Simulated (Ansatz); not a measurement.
Born–Oppenheimer molecular dynamics of Cl4H4OSi2 (11 atoms, charge 0, multiplicity 1). It starts at the highest image of a converged band. Of that band: Neighbouring images differ by up to 1.7 eV, so the band resolves the path poorly. A vibrational analysis at the climbing image gives one clearly imaginary mode, 240i cm⁻¹: a first-order saddle point.

Computed with RHF/def2-SVP in Ansatz.

```yaml
ensemble: NVE (velocity Verlet)
time_step: 0.5 fs
steps_asked: 200
starting_velocities_drawn_for: 300 K
seed: 7418
```

First frame:

```xyz
11
Properties=species:S:1:pos:R:3
Si -0.184 0.046 -0.221
Cl -0.271 1.025 2.276
Cl 1.444 -1.017 0.354
Cl 0.043 1.957 -0.863
Cl -0.707 -0.932 -2.008
O -1.709 -0.350 0.551
Si -3.200 -1.180 0.142
H -2.863 -2.574 -0.150
H -3.974 -1.035 1.381
H -3.805 -0.466 -0.985
H -1.559 0.094 1.472
```

**Question.** How far do the bonds stretch over the last three quarters of this one trajectory? (Pairs bonded in most of those frames.)

**Answer.** 
```tsv
bond	mean (Å)	spread (Å)	shortest	longest
Si1–Cl3	2.060	0.047	1.98	2.12
Si1–Cl4	2.044	0.036	1.98	2.10
Si1–Cl5	2.055	0.021	2.03	2.10
Si1–O6	1.620	0.052	1.55	1.75
Cl2–H11	1.296	0.075	1.18	1.48
O6–Si7	1.668	0.053	1.58	1.75
Si7–H8	1.477	0.014	1.45	1.50
Si7–H9	1.477	0.031	1.43	1.53
Si7–H10	1.476	0.014	1.45	1.50
```

Mean temperature of the second half: 1421 K. The conserved energy stayed within 0.24 meV per atom of its start (net change 0.056 meV per atom), so the integration is sound. The kinetic energy rose, since the run started high on the potential surface and went downhill. It ends in pieces (Cl3H3OSi2 + ClH), so much of that is their flight and rotation, not heat. A run of 0.1 ps of so small a system gives no equilibrium averages. The orbitals stay closed-shell, which can raise the energy where a bond breaks towards radicals; this wasn't checked here.

Time of the run: 5.4 min on 4 threads of Arm Neoverse V2, with other jobs on the host, peak memory 0.43 GiB.
